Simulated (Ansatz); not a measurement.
Worked example: CH4S + GaH2(SH) → H2S2 + GaH2(CH3)

Species: CH4S (methanethiol) `CS`, singlet; GaH2(SH), singlet; H2S2 `SS`, singlet; GaH2(CH3), singlet. The partners trade CH3 for SH: S–CH3 and Ga–SH bonds give way to S–SH and Ga–CH3.

Shapes, held fixed at every level: PBE0-D4/def2-TZVP. Flexible molecules stand in one conformer, not always the lowest. Programs: Ansatz 0.2.0. Electronic energies: no zero-point or thermal term.

At CCSD(T)/def2-TZVPP; 1 Eh = 2625.50 kJ/mol:

| species | energy (Eh) |
| --- | --- |
| CH4S | -438.165187 |
| GaH2(SH) | -2323.019402 |
| H2S2 | -796.662497 |
| GaH2(CH3) | -1964.481514 |

Problem. Work out ΔE of the reaction at this level.

Solution. 
1. Products less reactants: (-796.662497) + (-1964.481514) − [(-438.165187) + (-2323.019402)] = 0.040578 Eh = +106.5 kJ/mol.

Other levels give +104.2 (B2PLYP/def2-TZVPP) to +128.2 kJ/mol (MP2/def2-SVP). No measured value is set beside it here. Relativity is left out for Ga unless named. Correlated rows may include outer-core shells of Ga, which these sets cover unevenly.
